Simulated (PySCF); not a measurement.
# Spinor energies of Sb (antimony, neutral)

Start: [Kr] 4d10 5s2 5p3; 5p3/2 filled at m_j = -1/2, +1/2, +3/2. Calculated with PySCF 2.14 in x2c-TZVPall-2c: generalised Hartree-Fock with the X2C-1e Hamiltonian and a Gaussian nucleus; one run each with spin-orbit coupling (SO) switched off, then screened by Boettger's factors. This is a chosen level, not necessarily the ground level.

```
spinor shell  electrons  ε, spin-free (eV)  ε, screened SO (eV)  weight of nominal j (screened SO)  rms radius, screened SO (bohr)
       1s1/2          2           -30643.9             -30640.8                              1.000                          0.0325
       2s1/2          2            -4758.1              -4757.2                              1.000                           0.133
       2p1/2          2            -4264.5              -4439.2                              1.000                           0.115
       3s1/2          2            -973.38              -973.12                              1.000                           0.352
       3p1/2          2            -808.56              -841.78                              1.000                           0.345
       3p3/2          4            -808.56              -793.31                              1.000                           0.356
       3d3/2          4            -557.63              -563.37                              1.000                           0.329
       3d5/2          6            -557.63              -553.52                              1.000                           0.332
       4s1/2          2            -176.06              -175.97                              1.000                           0.843
       4p1/2          2            -123.16              -129.34                              1.000                           0.893
       4p3/2          4            -123.16              -120.26                              1.000                           0.922
       4d3/2          4            -43.819              -44.590                              0.990                            1.11
       4d5/2          6            -43.819              -43.201                              0.993                            1.12
       5s1/2          2            -16.790              -16.765                              1.000                            2.45
       5p3/2          3             -9.029               -9.030                              0.603                            3.04
```

(1) Where does 2p3/2 lie, and what is the 2p spin-orbit splitting (screened SO)?

| quantity | spin-free | screened SO |
| --- | --- | --- |
| E (hartree) | -6477.16058 | -6478.82473 |
| M_J | 3/2 | 3/2 |
| ⟨J²⟩ | 3.753 | 3.754 |
| ⟨L²⟩ | 0.000 | 0.065 |
| ⟨S²⟩ | 3.753 | 3.707 |

Each row is a mean over spinors that exchange with the open shell spreads, by up to 6.012 eV (5s1/2).

Rows whose weight is well below 1 are mixtures of j = l ± 1/2: exchange outweighs spin-orbit coupling there, and the label is only the starting occupation.

Breit and QED terms are absent; they matter most for the inner s and p1/2 levels.

Densities and radii are taken from the X2C orbitals without a picture-change correction, which distorts them close to the nucleus.

Without spin-orbit coupling the j labels of p, d and f shells carry no meaning; the spin-free column gives the mean over the occupied spinors of each nl shell.

## Answers

(1) At -4185.0 eV, 254.25 eV above 2p1/2.
